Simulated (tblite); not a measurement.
Run record: tight-binding relaxation, `C1[C@H]([C@H](CC)CB1Br)F`.

Computed with GFN2-xTB geometry optimisation, gas phase (tblite 0.8.0). Start geometry: from a force field or distance geometry. A driver script takes a list of jobs; this job's settings line and coordinates (Å) are shown.

Command:
```bash
OMP_NUM_THREADS=1 python probes_run.py task.json out
```

Input:
```
{"job": {"kind": "relax", "xc": "GFN2-xTB", "basis": "xTB"}, "charge": 0, "multiplicity": 1}
C      2.636100     0.138700     0.176900
C      1.438600    -0.690700    -0.314600
C      0.137200     0.104500    -0.302800
C     -0.338000     0.504400     1.093800
B     -1.911200     0.537600     0.991200
Br    -2.930700     2.114100     1.682700
C     -2.325800    -0.102700    -0.398300
C     -1.019000    -0.683400    -0.935500
F     -0.983300    -0.594900    -2.319700
H      3.553700    -0.461900     0.116400
H      2.742400     1.044400    -0.457700
H      2.479400     0.446300     1.236400
H      1.654900    -1.038300    -1.329600
H      1.349000    -1.596800     0.337100
H      0.269200     1.048400    -0.899400
H     -0.063700    -0.271400     1.867100
H      0.071700     1.489600     1.403300
H     -2.722900     0.678600    -1.068700
H     -3.089300    -0.896400    -0.239100
H     -0.953500    -1.759400    -0.642700
```

Q: What does the run print?

A: 
```
step      E/eV     max force
  0    -776.42034    2.355
  1    -776.62090    1.804
  2    -776.77770    0.779
  3    -776.81196    0.541
  4    -776.83924    0.396
  5    -776.85246    0.341
  6    -776.86905    0.261
  7    -776.88022    0.300
  8    -776.89072    0.230
  9    -776.89828    0.220
... (35 lines left out)
 45    -776.96858    0.066
 46    -776.96909    0.057
 47    -776.96957    0.044
 48    -776.96997    0.038
 49    -776.97016    0.026
 50    -776.97029    0.017
 51    -776.97035    0.016
 52    -776.97040    0.013
 53    -776.97044    0.013
 54    -776.97046    0.009
```

«max force» is the largest atomic force in eV/Å.

Q: From which step on does the largest force stay under 0.1 eV/Å, and how much energy is left to gain from there?

A: From step 36 (0.096 eV/Å), 9.1 meV above the end.

Main results: energy lowered by 12.7 kcal/mol over 54 steps; largest atomic force 0.009 eV/Å at the end.

Hardware: one thread of an Arm Neoverse N1, no GPU, shared host with 64 logical CPUs at a one-minute load of 58. Cost: 0.78 s.
Labels such as C1 count atoms from 1, the log's own numbers from 0.
